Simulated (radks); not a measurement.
These are the eigenvalues of the occupied orbitals of an atom or ion with whole-number occupations (eV). Calculated with a radial shooting solver on a logarithmic mesh with Libxc functionals: non-relativistic Kohn-Sham, PBE, spin-polarised, spherical densities, point nucleus.

| orbital | eigenvalue |
|---|---|
| 1s down | -71868.81 |
| 1s up | -71868.80 |
| 2s up | -12551.36 |
| 2s down | -12551.01 |
| 2p up | -12087.62 |
| 2p down | -12087.43 |
| 3s up | -3467.765 |
| 3s down | -3460.273 |
| 3p up | -3250.373 |
| 3p down | -3243.617 |
| 3d up | -2844.927 |
| 3d down | -2840.150 |
| 4s up | -1239.829 |
| 4s down | -1231.142 |
| 4p up | -1145.422 |
| 4p down | -1136.733 |
| 4d up | -972.6170 |
| 4d down | -963.7587 |
| 4f up | -743.8534 |
| 4f down | -734.0552 |

Which element is it, and in what charge state? The configuration may be excited. Open shells, if any, are filled with parallel spins first.

Answer. Z = 78, platinum, charge +24: Pt24+ in [Kr] 4d10 4f8. The list shows which subshells hold electrons but not how many an open one holds; the 1s level, -2641.1 hartree, gives Z - s = 72.7 by -(Z - s)^2/2, which with screening narrows Z to a few neighbours, and the depths of the outer levels then fix element, charge and occupations together.
